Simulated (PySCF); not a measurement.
Computed properties of B(OH)2(PH2) (BH4O2P), SMILES PB(O)O

BH4O2P, SMILES OB(O)P. The structure is a stationary point at B3LYP-D3(BJ)/def2-SVP. Other conformers were not sampled. All values are computed for the isolated molecule unless a solvent is named; none is compared with measurement here.

**Structure.** The optimised structure has Cs symmetry. All 18 harmonic modes at B3LYP-D3(BJ)/def2-SVP (PySCF) are real, so it is a minimum. With heavy atoms numbered as in [B:1]([OH:2])([OH:4])[PH2:6], the shortest bond between them is B1–O2 at 1.364 Å and the longest B1–P6 at 1.944 Å.

**Vibrations.** The strongest infrared lines (harmonic, unscaled, degenerate partners summed) lie at 1428 cm⁻¹ (332 km/mol, B 72 %, O 27 %), 578 cm⁻¹ (219 km/mol, H 61 %, O 21 %, B 17 %), 932 cm⁻¹ (191 km/mol, H 91 %, O 8 %). The softest mode is at 141 cm⁻¹ and the zero-point energy is 32.1 kcal/mol.

**Electronic structure.** PBE0/def2-TZVPD (PySCF) places the frontier levels at -7.25 and -0.61 eV, a gap of 6.64 eV, and gives a dipole moment of 3.23 D and a mean polarisability of 52.6 bohr³.

**Excitations.** TDDFT-ωB97X/def2-SVPD (PySCF) has S1 at 6.78 eV (183 nm, f = 0.037, weak); the most intense of the 10 singlets computed lies at 7.30 eV (f = 0.26). T1 (TDA) is at 5.81 eV. No vertical singlet excitation falls in the visible range (under 3.1 eV).

**NMR.** GIAO shifts at B3LYP/pcSseg-1 (PySCF) (non-relativistic, atoms alike by connectivity averaged): ¹H from 2.1 to 3.6 ppm against TMS; ¹¹B at 23.7 ppm against BF3.
